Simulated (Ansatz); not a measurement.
Geometry optimisation, Ansatz, DFT PBE-D3(BJ), scalar-relativistic, plane waves, PAW.

input.yaml

```yaml
accuracy: low
crystal:
  lattice:
    - [0.0, 5.43, 5.43]
    - [5.43, 0.0, 5.43]
    - [5.43, 5.43, 0.0]
  atoms:
    - { symbol: Si, position: [0.0, 0.0, 0.0] }
    - { symbol: Si, position: [0.125, 0.125, 0.125] }
    - { symbol: Si, position: [0.0, 0.0, 0.5] }
    - { symbol: Si, position: [0.125, 0.125, 0.625] }
    - { symbol: Si, position: [0.0, 0.5, 0.0] }
    - { symbol: Si, position: [0.125, 0.625, 0.125] }
    - { symbol: Si, position: [0.0, 0.5, 0.5] }
    - { symbol: Si, position: [0.125, 0.625, 0.625] }
    - { symbol: Si, position: [0.5, 0.0, 0.0] }
    - { symbol: Si, position: [0.625, 0.125, 0.125] }
    - { symbol: Si, position: [0.5, 0.0, 0.5] }
    - { symbol: Si, position: [0.625, 0.125, 0.625] }
    - { symbol: Si, position: [0.5, 0.5, 0.0] }
    - { symbol: Si, position: [0.625, 0.625, 0.125] }
    - { symbol: Si, position: [0.5, 0.5, 0.5] }
    - { symbol: Si, position: [0.625, 0.625, 0.625] }
    - { symbol: O, position: [0.5597906, 0.8225619, 0.8044162], spin: 1.0 }
magnetization:
  spin_polarized: true
basis:
  ecutwfc: 420.0
kpoints:
  mp_grid: { grid: [2, 2, 2] }
hamiltonian:
  xc: pbe
  dispersion: d3bj
  pseudopotentials: { kind: paw, azcp: { folder: soft_1 } }
scf:
  occupations: { method: fermi_dirac, width: 0.05 }
  lower_state_search: "off"
relax:
  f_tol: 0.08
  max_steps: 25
  adjacent_minimum: "off"
```

Launched with:

```bash
$ ansatz run input.yaml --threads 1 --pin off --max-ram 3072MiB --backend cpu --events-out ev --progress --plain --runs-dir out
```

Task: Where does it end, and by what steps?

Result: The forces met the threshold. The threshold is loose, so the end isn't yet a minimum. Limits of this set-up: coarse k mesh, low accuracy level. After 8 steps the energy has fallen by 2.410 eV; O17 moved furthest, 0.87 Å.

```json
{"step": "0", "energy less start (eV)": "0.0000", "largest force component (eV/Å)": "0.374", "accepted": "yes"}
{"step": "1", "energy less start (eV)": "-0.0298", "largest force component (eV/Å)": "0.501", "accepted": "yes"}
{"step": "2", "energy less start (eV)": "-0.1865", "largest force component (eV/Å)": "1.209", "accepted": "yes"}
{"step": "3", "energy less start (eV)": "-0.5293", "largest force component (eV/Å)": "1.420", "accepted": "yes"}
{"step": "4", "energy less start (eV)": "-1.1040", "largest force component (eV/Å)": "1.836", "accepted": "yes"}
{"step": "5", "energy less start (eV)": "-2.1235", "largest force component (eV/Å)": "1.043", "accepted": "yes"}
{"step": "6", "energy less start (eV)": "-2.3897", "largest force component (eV/Å)": "0.269", "accepted": "yes"}
{"step": "7", "energy less start (eV)": "-2.4064", "largest force component (eV/Å)": "0.090", "accepted": "yes"}
{"step": "8", "energy less start (eV)": "-2.4103", "largest force component (eV/Å)": "0.020", "accepted": "yes"}
```

```xyz
17
Lattice="0.0000 5.4300 5.4300 5.4300 0.0000 5.4300 5.4300 5.4300 0.0000" Properties=species:S:1:pos:R:3
Si -0.009 0.099 0.075
Si 1.373 1.437 1.434
Si 2.704 2.724 -0.003
Si 4.067 4.048 1.323
Si 2.726 0.000 2.707
Si 4.053 1.369 4.078
Si 5.403 2.641 2.638
Si 6.785 4.004 3.973
Si 0.240 2.993 2.796
Si 1.539 4.327 4.199
Si 2.537 5.405 2.406
Si 4.264 7.091 4.088
Si 2.699 2.709 5.456
Si 4.087 4.056 6.802
Si 5.254 5.312 5.192
Si 6.554 6.711 6.527
O 8.859 6.782 8.114
```

Time of the run: 2.4 min on 1 thread of Arm Neoverse V1, with other jobs on the host, peak memory 0.66 GiB.
